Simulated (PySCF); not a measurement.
Computed properties of Zn(Br)(NMe2) (C2H6BrNZn), SMILES C[N](C)[Zn][Br]

C2H6BrNZn, SMILES C[N](C)[Zn][Br]. The structure is a stationary point at B3LYP-D3(BJ)/def2-SVP. The structure was generated by enumeration; whether it is a known compound was not checked. The values are those of a single conformer. All values are computed for the isolated molecule unless a solvent is named; none is compared with measurement here.

**Structure.** The optimised structure has Cs symmetry. All 27 harmonic modes at B3LYP-D3(BJ)/def2-SVP (PySCF) are real, so it is a minimum. With heavy atoms numbered as in [Zn:1]([Br:2])[N:3]([CH3:4])[CH3:5], the shortest bond between them is N3–C4 at 1.444 Å and the longest Zn1–Br2 at 2.248 Å.

**Vibrations.** The strongest infrared lines (harmonic, unscaled, degenerate partners summed) lie at 2928 cm⁻¹ (208 km/mol, H 96 %), 2966 cm⁻¹ (154 km/mol, H 92 %, C 8 %), 1004 cm⁻¹ (106 km/mol, C 41 %, H 35 %, N 24 %). The softest mode is at 58 cm⁻¹ and the zero-point energy is 51.0 kcal/mol.

**Electronic structure.** B3LYP/def2-TZVP (PySCF) places the frontier levels at -5.90 and -1.33 eV, a gap of 4.57 eV, and gives a dipole moment of 1.91 D and a mean polarisability of 80.1 bohr³. PBE/def2-TZVP (PySCF) at the same geometry gives -4.87 and -1.91 eV, so its gap is 1.61 eV narrower. An orbital gap is neither the optical nor the fundamental gap.

**Excitations.** TDA-ωB97X/def2-SVPD (PySCF) has S1 at 4.31 eV (288 nm, f = 0.016, weak); the most intense of the 10 singlets computed lies at 7.58 eV (f = 0.25). T1 (TDA) is at 3.96 eV, 0.35 eV under S1. TDA-PBE/def2-SVPD (PySCF) puts S1 at 3.10 eV. No vertical singlet excitation falls in the visible range (under 3.1 eV).

**NMR.** GIAO shifts at B3LYP/pcSseg-1 (PySCF) (non-relativistic, atoms alike by connectivity averaged): ¹³C at 49.5 ppm against TMS; ¹H at 3.2 ppm against TMS. Without spin–orbit terms, shifts of atoms bonded to Cl or Br come out too high.
